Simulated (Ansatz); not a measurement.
A structure relaxed at PBE0-D4/def2-TZVP, charge 0, multiplicity 1:

Cartesian coordinates in Å:
```
C -0.034 -2.376 -2.267
S 1.292 -1.848 -1.158
B 0.582 -0.529 -0.168
S -0.982 0.206 -0.667
C -1.649 1.011 0.808
S 1.597 -0.131 1.273
C 1.382 1.646 1.548
H 0.306 -3.294 -2.746
H -0.226 -1.624 -3.031
H -0.949 -2.571 -1.708
H -1.349 2.055 0.864
H -2.734 0.957 0.727
H -1.328 0.479 1.703
H 1.140 2.151 0.614
H 0.614 1.849 2.293
H 2.337 2.020 1.914
```

Q: Give its formula and SMILES.

A: C3H9BS3, `CSB(SC)SC`.

Q: Point group (tolerance 0.08 Å, 0.16 Å for H)?

A: C1.

Q: Summarise the bond lengths by kind.

A: 3 × C–S 1.808 to 1.812 Å; 9 × C–H 1.088 to 1.090 Å; 3 × B–S 1.796 to 1.807 Å.

Results of the Gaussian-basis code of Ansatz.
